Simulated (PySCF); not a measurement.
CF$_{3}$, charge -1, singlet, at a GFN2-xTB geometry; CCSD(T)/6-31G (PySCF).

Here is a job for PySCF.
```python
from pyscf import gto, scf, cc

mol = gto.Mole()
mol.atom = '''
    C     0.01018319   -0.00657116    0.53245374
    F    -0.01807559    1.27792011   -0.10226750
    F     1.11097537   -0.62281319   -0.14731810
    F    -1.09968858   -0.65072614   -0.10538356
'''
mol.basis = '6-31g'
mol.charge = -1
mol.verbose = 4
mol.build()

mf = scf.RHF(mol)
mf.kernel()

mycc = cc.CCSD(mf)
mycc.kernel()
et = mycc.ccsd_t()
print('E(CCSD(T)) = %.10f' % (mycc.e_tot + et))
```

**Question.** Predict the main parts of the log of this PySCF run.

**Answer.** 
```
PySCF version 2.14.0

[INPUT] verbose = 4
[INPUT] num. atoms = 4
[INPUT] num. electrons = 34
[INPUT] charge = -1
[INPUT] spin (= nelec alpha-beta = 2S) = 0
[INPUT] symmetry False subgroup None
[INPUT] Mole.unit = angstrom
[INPUT] Symbol           X                Y                Z      unit          X                Y                Z       unit  Magmom
[INPUT]  1 C      0.010183190000  -0.006571160000   0.532453740000 AA    0.019243440174  -0.012417692721   1.006191742600 Bohr   0.0
[INPUT]  2 F     -0.018075590000   1.277920110000  -0.102267500000 AA   -0.034157914640   2.414919016974  -0.193257566444 Bohr   0.0
[INPUT]  3 F      1.110975370000  -0.622813190000  -0.147318100000 AA    2.099439180437  -1.176946355867  -0.278390862191 Bohr   0.0
[INPUT]  4 F     -1.099688580000  -0.650726140000  -0.105383560000 AA   -2.078110238512  -1.229694186695  -0.199146066432 Bohr   0.0

nuclear repulsion = 117.974787035464
number of shells = 20
number of NR pGTOs = 88
number of NR cGTOs = 36
basis = 6-31g
ecp = {}

******** <class 'pyscf.scf.hf.RHF'> ********
method = RHF
initial guess = minao
damping factor = 0
level_shift factor = 0
DIIS = <class 'pyscf.scf.diis.CDIIS'>
diis_start_cycle = 1
diis_space = 8
diis_damp = 0
SCF conv_tol = 1e-09
SCF conv_tol_grad = None
SCF max_cycles = 50
direct_scf = True
direct_scf_tol = 1e-13
Set gradient conv threshold to 3.16228e-05
Initial guess from minao.
init E= -335.981431429596
  HOMO = -0.213217786314146  LUMO = 0.243575519408843  gap/eV = 12.42998
cycle= 1 E= -335.918068218222  delta_E= 0.0634  |g|= 0.773  |ddm|= 2.01
  HOMO = -0.150668453810468  LUMO = 0.5280612792219  gap/eV = 18.46918
cycle= 2 E= -336.001804816641  delta_E= -0.0837  |g|= 0.503  |ddm|= 0.846
  HOMO = -0.130413047061319  LUMO = 0.561939631363571  gap/eV = 18.83988
cycle= 3 E= -336.043136593225  delta_E= -0.0413  |g|= 0.0475  |ddm|= 0.295
  HOMO = -0.122476930171536  LUMO = 0.576296825453464  gap/eV = 19.01460
cycle= 4 E= -336.045144660735  delta_E= -0.00201  |g|= 0.0141  |ddm|= 0.143
  HOMO = -0.124469377511502  LUMO = 0.574571380110109  gap/eV = 19.02187
cycle= 5 E= -336.045351899011  delta_E= -0.000207  |g|= 0.00268  |ddm|= 0.0572
  HOMO = -0.123204621489922  LUMO = 0.575664130120123  gap/eV = 19.01719
cycle= 6 E= -336.045356982025  delta_E= -5.08e-06  |g|= 0.000463  |ddm|= 0.00922
  HOMO = -0.123269563404465  LUMO = 0.575673528200848  gap/eV = 19.01921
cycle= 7 E= -336.045357108975  delta_E= -1.27e-07  |g|= 0.000108  |ddm|= 0.00117
  HOMO = -0.123257055247033  LUMO = 0.575671475893533  gap/eV = 19.01881
cycle= 8 E= -336.045357116775  delta_E= -7.8e-09  |g|= 1.98e-05  |ddm|= 0.000221
  HOMO = -0.123258037404794  LUMO = 0.575672970937831  gap/eV = 19.01888
cycle= 9 E= -336.045357117032  delta_E= -2.58e-10  |g|= 2.04e-06  |ddm|= 4.61e-05
  HOMO = -0.123257895997627  LUMO = 0.575672889427409  gap/eV = 19.01888
Extra cycle  E= -336.045357117035  delta_E= -2.22e-12  |g|= 7.38e-07  |ddm|= 2.7e-06
converged SCF energy = -336.045357117035

******** <class 'pyscf.cc.ccsd.CCSD'> ********
CC2 = 0
CCSD nocc = 17, nmo = 36
max_cycle = 50
direct = 0
conv_tol = 1e-07
conv_tol_normt = 1e-05
diis_space = 6
diis_start_cycle = 0
diis_start_energy_diff = 1e+09
Init t2, MP2 energy = -336.496408403024  E_corr(MP2) -0.451051285988977
Init E_corr(CCSD) = -0.451051285989176
cycle = 1  E_corr(CCSD) = -0.440048732960494  dE = 0.011002553  norm(t1,t2) = 0.0610173
cycle = 2  E_corr(CCSD) = -0.453453627545603  dE = -0.0134048946  norm(t1,t2) = 0.0195445
cycle = 3  E_corr(CCSD) = -0.453914501202675  dE = -0.000460873657  norm(t1,t2) = 0.00943145
cycle = 4  E_corr(CCSD) = -0.456127080536969  dE = -0.00221257933  norm(t1,t2) = 0.0039199
cycle = 5  E_corr(CCSD) = -0.456113801850729  dE = 1.32786862e-05  norm(t1,t2) = 0.000961054
cycle = 6  E_corr(CCSD) = -0.456037866664294  dE = 7.59351864e-05  norm(t1,t2) = 0.000326748
cycle = 7  E_corr(CCSD) = -0.456036934318208  dE = 9.32346086e-07  norm(t1,t2) = 8.88814e-05
cycle = 8  E_corr(CCSD) = -0.456041247061704  dE = -4.3127435e-06  norm(t1,t2) = 2.12178e-05
cycle = 9  E_corr(CCSD) = -0.456041224243089  dE = 2.28186154e-08  norm(t1,t2) = 8.5943e-06
CCSD converged
E(CCSD) = -336.5013983412776  E_corr = -0.4560412242430886
CCSD(T) correction = -0.00847292185385357
E(CCSD(T)) = -336.5098712631
```
